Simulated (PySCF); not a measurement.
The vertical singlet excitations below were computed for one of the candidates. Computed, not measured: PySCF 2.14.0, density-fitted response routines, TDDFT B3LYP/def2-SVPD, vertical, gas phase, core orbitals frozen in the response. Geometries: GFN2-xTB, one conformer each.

```json
{"state": "S1", "E (eV)": "3.04", "λ (nm)": "408.3", "f": "0.0000"}
{"state": "S2", "E (eV)": "5.12", "λ (nm)": "242.3", "f": "0.017"}
{"state": "S3", "E (eV)": "5.44", "λ (nm)": "227.8", "f": "0.219"}
{"state": "S4", "E (eV)": "5.50", "λ (nm)": "225.5", "f": "0.053"}
{"state": "S5", "E (eV)": "5.92", "λ (nm)": "209.3", "f": "0.0000"}
{"state": "S6", "E (eV)": "6.11", "λ (nm)": "203.1", "f": "0.137"}
{"state": "S7", "E (eV)": "6.22", "λ (nm)": "199.4", "f": "0.0054"}
{"state": "S8", "E (eV)": "6.42", "λ (nm)": "193.1", "f": "0.065"}
```

Triplets computed (Tamm–Dancoff): 2.65, 3.36, 5.08 eV.

Question: Which candidate is it?
A. `CC[SiH2]OC(C)=S`
B. `C=C[Si@@H](OC)[SiH2]Cl`
C. `[Si@H]([SiH3])(OC)C=C`

Answer: A. Its S1, at 3.04 eV, is the lowest among the candidates; the nearest of the others has S1 at 5.49 eV. S1 is HOMO→LUMO (100%). S1 has the pattern of n→π* at C=S. At the same level the other candidates give, for their lowest levels:
- `C=C[Si@@H]([SiH3])OC`: 5.79 eV (f 0.025); 5.95 eV (f 0.044); 6.36 eV (f 0.006); 6.41 eV (f 0.000); 6.60 eV (f 0.016); T1 4.31 eV; HOMO -7.33, LUMO -0.71 eV
- `C=C[Si@@H](OC)[SiH2]Cl`: 5.49 eV (f 0.055); 5.80 eV (f 0.013); 6.23 eV (f 0.041); 6.39 eV (f 0.003); 6.46 eV (f 0.076); T1 4.23 eV; HOMO -7.50, LUMO -1.22 eV

Shape of the structure used: `[CH3:1][CH2:2][SiH2:3][O:4][C:5]([CH3:6])=[S:7]`: C1–C2–Si3–O4 180°, C2–Si3–O4–C5 180°, Si3–O4–C5–C6 -1°.
